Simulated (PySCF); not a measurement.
Computed shifts of a molecule C4H6OSi, PySCF with PBE0/pcSseg-1, GIAO, gas phase, atoms alike by connectivity averaged where their shifts nearly agree, in ppm (number of nuclei): ²⁹Si: -81.4 (1). ¹³C: 156.1 (1), 154.0 (1), 133.4 (1), 118.1 (1). ¹H: 8.08 (1), 7.35 (1), 6.87 (1), 4.70 (3). References: ²⁹Si against TMS (σ = 352.7 ppm); ¹³C against TMS (σ = 186.3 ppm); ¹⁷O against H2O (σ = 334.2 ppm); ¹H against TMS (σ = 31.56 ppm), references at their B3LYP-D3(BJ)/def2-TZVP geometries, non-relativistic. Coordinates come from a ωB97X-D3(BJ)/def2-SVP optimisation. The values are those of a single conformer.

Problem. Pick the molecule that these values belong to.
A. C=C1O[SiH2]C1=C
B. [SiH3]c1ccco1
C. C=C=C1C[SiH2]O1
D. C#CC(=C)O[SiH3]

Solution. B, [SiH3]c1ccco1
